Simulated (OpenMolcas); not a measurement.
## How methods differ on GaCl2O (SMILES [O][Ga]([Cl])[Cl])

GaCl2O has 4 atoms, charge 0, and is taken as a doublet. As SMILES, `[O][Ga]([Cl])[Cl]`. Geometry: relaxed at PBE0-D4/def2-TZVP.

```xyz
4

O     0.7463    1.0557    1.3121
Ga    0.0358    0.0169    0.0342
Cl    0.7604   -1.9529   -0.1809
Cl   -1.4868    0.8198   -1.1857
```

Each level gives the dipole moment (D). The values are calculated.

| level | kind | program | value (D) | CPU time |
| --- | --- | --- | --- | --- |
| UHF/aug-cc-pVDZ | Hartree–Fock | OpenMolcas | 0.60 | 26 s |
| U-revPBE/aug-cc-pVDZ | GGA | OpenMolcas | 0.62 | 50 s |
| UBLYP/aug-cc-pVDZ | GGA | OpenMolcas | 0.73 | 56 s |
| UPBE/aug-cc-pVDZ | GGA | OpenMolcas | 0.67 | 55 s |
| U-r2SCAN/aug-cc-pVDZ | meta-GGA | OpenMolcas | 0.54 | 59 s |
| UTPSS/aug-cc-pVDZ | meta-GGA | OpenMolcas | 0.57 | 58 s |
| UB3LYP/aug-cc-pVDZ | global hybrid | OpenMolcas | 0.59 | 48 s |
| UPBE0/aug-cc-pVDZ | global hybrid | OpenMolcas | 0.54 | 46 s |

All-electron rows without a relativistic Hamiltonian named are non-relativistic. The values span 0.54 to 0.73 D. Magnitudes only. CPU times are rough (shared hosts, several kinds of processor): they show what a rung costs within a factor of a few.
